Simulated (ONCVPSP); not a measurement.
# u(r) = r·R(r): atom against pseudo-atom (Rh)

Columns: radius, all-electron u(r) and pseudo u(r) of the 4p shell (level -47.52 eV) of rhodium in the configuration [Ar] 3d10 4s2 4p6 4d9; PW91, scalar-relativistic, ONCV scheme, ONCVPSP 4.0.1.

```json
{"r (bohr)": "0.085", "all-electron": "0.3603", "pseudo": "0.0167"}
{"r (bohr)": "0.170", "all-electron": "-0.1655", "pseudo": "0.0667"}
{"r (bohr)": "0.255", "all-electron": "-0.5555", "pseudo": "0.1500"}
{"r (bohr)": "0.340", "all-electron": "-0.5153", "pseudo": "0.2645"}
{"r (bohr)": "0.425", "all-electron": "-0.2112", "pseudo": "0.4043"}
{"r (bohr)": "0.510", "all-electron": "0.1701", "pseudo": "0.5591"}
{"r (bohr)": "0.595", "all-electron": "0.5179", "pseudo": "0.7148"}
{"r (bohr)": "0.680", "all-electron": "0.7854", "pseudo": "0.8556"}
{"r (bohr)": "0.765", "all-electron": "0.9635", "pseudo": "0.9674"}
{"r (bohr)": "0.850", "all-electron": "1.0610", "pseudo": "1.0408"}
{"r (bohr)": "0.935", "all-electron": "1.0933", "pseudo": "1.0720"}
{"r (bohr)": "1.020", "all-electron": "1.0777", "pseudo": "1.0637"}
{"r (bohr)": "1.105", "all-electron": "1.0297", "pseudo": "1.0230"}
{"r (bohr)": "1.190", "all-electron": "0.9617", "pseudo": "0.9595"}
{"r (bohr)": "1.275", "all-electron": "0.8829", "pseudo": "0.8825"}
{"r (bohr)": "1.360", "all-electron": "0.8002", "pseudo": "0.8000"}
{"r (bohr)": "1.445", "all-electron": "0.7179", "pseudo": "0.7178"}
{"r (bohr)": "1.530", "all-electron": "0.6390", "pseudo": "0.6389"}
{"r (bohr)": "1.615", "all-electron": "0.5652", "pseudo": "0.5651"}
{"r (bohr)": "1.700", "all-electron": "0.4974", "pseudo": "0.4973"}
{"r (bohr)": "1.785", "all-electron": "0.4359", "pseudo": "0.4358"}
{"r (bohr)": "1.870", "all-electron": "0.3807", "pseudo": "0.3807"}
{"r (bohr)": "1.955", "all-electron": "0.3316", "pseudo": "0.3315"}
{"r (bohr)": "2.040", "all-electron": "0.2881", "pseudo": "0.2881"}
{"r (bohr)": "2.125", "all-electron": "0.2499", "pseudo": "0.2498"}
{"r (bohr)": "2.210", "all-electron": "0.2163", "pseudo": "0.2163"}
```

Problem. How many radial nodes do the two functions have?

Solution. The all-electron 4p function has n − l − 1 = 2; the pseudo-wave has 0, since the states of the same l below it are removed with the core.

Problem. At about which radius was the pseudo-wave matched?

Solution. 1.40 bohr. The columns agree to 0.0005 from 1.27 bohr on; several derivatives are matched, so the curves merge somewhat inside the radius.

Problem. Is the pseudo-wave norm-conserving?

Solution. Yes: the ONCV scheme keeps the norm inside the radius equal to the all-electron one, which fixes the energy derivative of the logarithmic derivative at the level.
